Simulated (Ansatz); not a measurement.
Cl$_{2}$H$_{2}$O$_{2}$Si$_{2}$. The species carries charge 0 and has multiplicity 1. The structure was optimised at the PBE0-D4/def2-TZVP level.

```xyz
8

Cl    0.839    2.653   -0.230
Si    0.976    0.636   -0.207
O     0.304   -0.070    1.145
Si   -0.829   -0.824    0.183
Cl   -2.729   -0.235    0.541
O    -0.150   -0.127   -1.170
H     2.369    0.258   -0.471
H    -0.781   -2.291    0.210
```

Q: What is the dipole moment at B3LYP/def2-TZVPP? (Best estimate.)

A: Ansatz gave: 1.31 D, with components (0.80, -1.03, -0.13) D in this frame, pointing from negative to positive charge.

Q: And with PBE, r2SCAN, ωB97M-V? (Estimate.)

A: Computed: PBE 1.18 D, r2SCAN 1.26 D, ωB97M-V 1.29 D.

Q: Give the Mulliken charges with B3LYP, ωB97M-V, PBE in def2-TZVPP. (An estimate is asked.)

A: Ansatz gave: 
| atom | B3LYP | ωB97M-V | PBE |
| --- | --- | --- | --- |
| Cl1 | -0.20 | -0.17 | -0.18 |
| Si2 | 0.71 | 0.63 | 0.60 |
| O3 | -0.45 | -0.45 | -0.37 |
| Si4 | 0.71 | 0.63 | 0.60 |
| Cl5 | -0.20 | -0.17 | -0.18 |
| O6 | -0.45 | -0.45 | -0.37 |
| H7 | -0.06 | -0.01 | -0.06 |
| H8 | -0.06 | -0.01 | -0.06 |

B3LYP here is the variant with VWN-RPA as its local correlation; programs differ in this.
